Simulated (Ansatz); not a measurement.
One change: `C[S][GeH3]` becomes `C[Se][GeH3]`.

Ansatz, PBE0-D4/def2-TZVP geometries, multiplicity 1. 

Scalar relativity is left out up to krypton.

```tsv
property	`C[S][GeH3]`
HOMO–LUMO gap (PBE0/def2-TZVPP) / eV	6.90
size of the dipole moment (ωB97M-V/def2-TZVPP) / D	1.39
LUMO energy (PBE0/def2-TZVPP) / eV	0.14
LUMO energy (PBE/def2-TZVPP) / eV	-0.75
HOMO energy (ωB97M-V/def2-TZVPP) / eV	-8.96
size of the dipole moment (B3LYP/def2-TZVPP) / D	1.38
```

Q: Give the same properties after the change, and the shifts. (Estimate.)

A: Computed: 
```csv
property,`C[Se][GeH3]`,shift
HOMO–LUMO gap (PBE0/def2-TZVPP) / eV,6.29,-0.61
size of the dipole moment (ωB97M-V/def2-TZVPP) / D,1.34,-0.05
LUMO energy (PBE0/def2-TZVPP) / eV,-0.19,-0.33
LUMO energy (PBE/def2-TZVPP) / eV,-1.04,-0.29
HOMO energy (ωB97M-V/def2-TZVPP) / eV,-8.63,0.33
size of the dipole moment (B3LYP/def2-TZVPP) / D,1.32,-0.06
```

With PBE0 the HOMO rises by 0.30 eV and the LUMO falls by 0.33 eV, so the gap narrows by about 0.63 eV. PBE moves the HOMO by 0.22 eV and ωB97M-V by 0.33 eV. Dipoles are sizes alone; their direction can turn.

B3LYP here is the variant with VWN-RPA as its local correlation; programs differ in this.

Spin–orbit coupling is left out; it splits and shifts lone-pair levels of the heavy atoms by tenths of an eV.
